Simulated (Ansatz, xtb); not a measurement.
Relaxing a trial structure of FH2SiSnZn

The starting geometry of this gas-phase doublet was built from a drawn formula by distance geometry; its bonds are those of `[F][Zn][Sn]=[SiH2]`.

```json
{"atom": "F", "x (Å)": "-3.2352", "y (Å)": "2.7295", "z (Å)": "-1.2695"}
{"atom": "Si", "x (Å)": "2.1807", "y (Å)": "2.3055", "z (Å)": "-1.3790"}
{"atom": "Sn", "x (Å)": "0.4896", "y (Å)": "0.9074", "z (Å)": "-0.6558"}
{"atom": "Zn", "x (Å)": "-1.8141", "y (Å)": "1.8955", "z (Å)": "-0.4120"}
{"atom": "H", "x (Å)": "3.5233", "y (Å)": "1.7261", "z (Å)": "-1.5308"}
{"atom": "H", "x (Å)": "1.9506", "y (Å)": "3.7223", "z (Å)": "-1.1872"}
```

Question: Predict what becomes of its bonds when it is optimised with r2SCAN-D4/def2-SVP.

Answer: A new bond forms, giving a structure given below by its coordinates. Distances that change by over a tenth: Sn3–Zn4 (2.52 → 2.86 Å). Contacts that close: Si2–Zn4 (4.13 → 2.45 Å).

The energy falls by 1.22 eV over 19 steps:

```json
{"step": "1", "E − E(last) (eV)": "1.217"}
{"step": "3", "E − E(last) (eV)": "0.483"}
{"step": "5", "E − E(last) (eV)": "0.351"}
{"step": "7", "E − E(last) (eV)": "0.312"}
{"step": "9", "E − E(last) (eV)": "0.260"}
{"step": "11", "E − E(last) (eV)": "0.156"}
{"step": "13", "E − E(last) (eV)": "0.047"}
{"step": "15", "E − E(last) (eV)": "0.006"}
{"step": "17", "E − E(last) (eV)": "0.000"}
{"step": "19", "E − E(last) (eV)": "0.000"}
```

Final geometry (Å):

```yaml
atoms:
  - { symbol: F, position_ang: [-2.4314, 2.6656, -1.6743] }
  - { symbol: Si, position_ang: [1.6508, 2.2184, -0.9764] }
  - { symbol: Sn, position_ang: [0.5995, 0.3516, 0.3627] }
  - { symbol: Zn, position_ang: [-0.7844, 2.2768, -1.2329] }
  - { symbol: H, position_ang: [2.1127, 2.1573, -2.4079] }
  - { symbol: H, position_ang: [1.9479, 3.6168, -0.5055] }
```

From the same start GFN2-xTB ends elsewhere, at `F[SiH2][Sn][Zn]`.

The end wasn't checked by frequencies. Open shells are spin-unrestricted. Atoms past krypton carry core potentials, without spin–orbit terms. Run with Ansatz 0.2.0, 88 s on 2 threads of Intel(R) Xeon(R) 6975P-C (Granite Rapids), on a shared host.
